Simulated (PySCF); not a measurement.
# Stretching HgS

Set-up: PySCF, scalar-relativistic core potentials, basis sets Hg def2-TZVPP with ECP60, S def2-TZVPP. Energies in eV from Hg + S in their ground configurations at the same level. State: ³Π (triplet), unpaired electrons σ ↑, π ↑.

```
R (Å)    ROHF   M06-2X  LC-ωPBE   r²SCAN
2.174  0.8426   0.0411  -0.1369  -0.1703
2.275  0.5159  -0.2470  -0.3721  -0.4337
2.376  0.3608  -0.3946  -0.4632  -0.5569
2.452  0.3208  -0.4440  -0.4707  -0.5892
2.528  0.3235  -0.4581  -0.4457  -0.5876
2.604  0.3461  -0.4486  -0.4015  -0.5639
2.705  0.3386  -0.4135  -0.3297  -0.5122
2.831  0.2827  -0.3527  -0.2412  -0.4347
2.983  0.2129  -0.2777  -0.1562  -0.3437
3.185  0.1386  -0.2075  -0.0841  -0.2432
```

Put a parabola through the three lowest points of the M06-2X curve and estimate Re, k and ωe (reduced mass 27.6 u; 1 eV/Å² = 0.16022 mdyn/Å; ωe = 1302.8·√(k/μ) cm⁻¹).

Through R = 2.452, 2.528, 2.604 Å the second-order coefficient is 2.04 eV/Å², so Re ≈ 2.535 Å, k ≈ 0.655 mdyn/Å and ωe ≈ 201 cm⁻¹. A polynomial fit of higher order to the unrounded M06-2X energies gives Re = 2.530 Å, k = 0.645 mdyn/Å, ωe = 199 cm⁻¹; anharmonicity and rounding make the difference.

The higher-order fit for each curve: M06-2X: Re = 2.530 Å, ωe = 199 cm⁻¹, De = 0.458 eV; LC-ωPBE: Re = 2.427 Å, ωe = 253 cm⁻¹, De = 0.473 eV; r²SCAN: Re = 2.485 Å, ωe = 220 cm⁻¹, De = 0.59 eV. ROHF gives no reliable minimum on this grid.

Spin–orbit coupling is left out, which matters for elements this heavy, above all for dissociation energies. The state was picked by a PBE0 search and need not be the measured ground state.
